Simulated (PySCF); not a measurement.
Computed vibrations of [Pb(NH3)3]2+

[Pb(NH3)3]2+ (singlet). PySCF 2.14.0, RKS BP86, Pb def2-SVP with ECP60, N def2-SVP, H def2-SVP; non-relativistic Hamiltonian with scalar-relativistic core potentials where named; density fitting; no spin-orbit coupling. Central differences of gradients.

```xyz
13

Pb    0.0000    0.0000   -0.2740
N     2.1213    0.0480    1.0825
H     2.0456   -0.0352    2.1121
H     2.7595   -0.7147    0.7857
H     2.6533    0.9214    0.9116
N    -1.1022    1.8131    1.0825
H    -0.9923    1.7892    2.1121
H    -0.7608    2.7472    0.7857
H    -2.1246    1.8371    0.9116
N    -1.0191   -1.8611    1.0825
H    -1.0533   -1.7540    2.1121
H    -1.9987   -2.0325    0.7857
H    -0.5287   -2.7586    0.9116
```

Run from Python with OMP_NUM_THREADS=2. Where DIIS fails, smearing, a level shift and second-order steps follow.
It took 79 s on 2 threads of AMD EPYC 9B45 (Zen 5), on a shared host.

What are the harmonic wavenumbers and infrared intensities?

Modes are labelled in C3; negative numbers are unstable modes, those under 60 cm⁻¹ near the noise; a finer grid moves soft modes by up to 10 cm⁻¹.
```
cm⁻¹  km/mol  symmetry
  44     0.0         a
  62     0.3         e
  62     0.3         e
  83     4.7         e
  83     4.7         e
  97    16.6         a
 290     4.5         e
 290     4.5         e
 298     1.8         a
 559    20.9         e
 559    20.9         e
 564     0.2         a
 619    36.2         e
 619    36.2         e
 629    84.7         a
1252    73.9         e
1252    73.9         e
1261    30.6         a
1571     2.0         a
1580    64.8         e
1580    64.8         e
1582     3.4         e
1582     3.4         e
1590    72.1         a
3320   136.2         e
3320   136.2         e
3323    27.8         a
3413    12.1         a
3414   123.3         e
3414   123.3         e
3430    29.7         e
3430    29.7         e
3432   187.2         a
```

Is this a minimum?

Yes, within the noise of the softest modes. Ideal gas at 298.15 K and 1 bar: S = 420.1 J/(mol K), Cp = 133.7 J/(mol K), H − H(0 K) = 28.5 kJ/mol (rigid rotor, harmonic modes, spin degeneracy alone; the modes under 60 cm⁻¹ make these uncertain).
